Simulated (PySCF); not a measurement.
C5H10GeSSi.
InChI=1S/C5H10GeSSi/c1-8(6)5-3-2-4-7-5/h2-4,8H,1,6H3/t8-/m1/s1

All values: CAM-B3LYP/def2-SVPD (PySCF, non-relativistic), on one gas-phase PBE0-D3(BJ)/def2-SVP geometry that isn't relaxed in the solvent. The solvent is an IEF-PCM continuum (cavity from Bondi-type radii × 1.2), and excitations are vertical TDDFT with non-equilibrium linear response and a frozen core. The model holds no explicit solvent molecules, cavitation or dispersion. Spin–orbit coupling is left out although an atom past zinc is present.

Gas-phase singlets (H = HOMO, L = LUMO):

```json
{"state": "S1", "E (eV)": "5.505", "λ (nm)": "225", "f": "0.187", "leading configurations": "H→L 89%"}
{"state": "S2", "E (eV)": "5.716", "λ (nm)": "217", "f": "0.087", "leading configurations": "H-1→L 81%"}
{"state": "S3", "E (eV)": "6.378", "λ (nm)": "194", "f": "0.002", "leading configurations": "H→L+3 44%, H→L+2 14%, H→L+1 8%"}
{"state": "S4", "E (eV)": "6.460", "λ (nm)": "192", "f": "0.001", "leading configurations": "H-1→L+3 44%, H-1→L+4 10%"}
{"state": "S5", "E (eV)": "6.631", "λ (nm)": "187", "f": "0.011", "leading configurations": "H-2→L 80%"}
```

**Question.** Give the list for cyclohexane (ε = 2.017), n² = 2.04.

**Answer.** 
```tsv
state	E (eV)	λ (nm)	f	leading configurations	change by rank (eV)
S1	5.438	228	0.254	H→L 91%	-0.067
S2	5.664	219	0.127	H-1→L 85%	-0.052
S3	6.399	194	0.002	H→L+3 48%, H→L+1 10%, H→L+2 9%	+0.021
S4	6.481	191	0.001	H-1→L+3 48%, H-1→L+4 9%	+0.021
S5	6.612	188	0.016	H-2→L 80%	-0.019
```

**Question.** What are the lowest 5 singlets in water (ε = 78.36)?

**Answer.** 
| state | E (eV) | λ (nm) | f | leading configurations | change by rank (eV) |
| --- | --- | --- | --- | --- | --- |
| S1 | 5.453 | 227 | 0.242 | H→L 91% | -0.052 |
| S2 | 5.696 | 218 | 0.117 | H-1→L 85% | -0.020 |
| S3 | 6.453 | 192 | 0.002 | H→L+3 51%, H→L+1 13% | +0.075 |
| S4 | 6.549 | 189 | 0.001 | H-1→L+3 37%, H-2→L 24%, H-1→L+4 10% | +0.089 |
| S5 | 6.592 | 188 | 0.015 | H-2→L 59%, H-1→L+3 13% | -0.039 |

**Question.** The ground-state energy changes by -0.121 eV from gas to water. By how much does the total energy of gas-phase S1 change?

**Answer.** E(S1) = E(S0) + excitation energy, so it changes by -0.121 − 0.052 = -0.173 eV: it is lowered more than the ground state, which is what a red shift means. This is the vertical state, with the slow part of the continuum still set for S0.

**Question.** How do the frontier levels move from gas to water?

**Answer.** 
```tsv
orbital	gas (eV)	solvent (eV)	change (eV)
LUMO+2	1.11	1.23	+0.12
LUMO+1	0.92	1.00	+0.08
LUMO	0.20	0.24	+0.04
HOMO	-8.20	-8.17	+0.03
HOMO-1	-8.59	-8.59	0.00
HOMO-2	-9.21	-9.11	+0.10
HOMO-3	-10.52	-10.40	+0.12
```

The HOMO–LUMO gap goes from 8.40 to 8.40 eV.

The values belong to the conformer `[CH3:1][Si@@H:2]([GeH3:3])[c:4]1[cH:5][cH:6][cH:7][s:8]1`: C1–Si2–C4–C5 -125°.
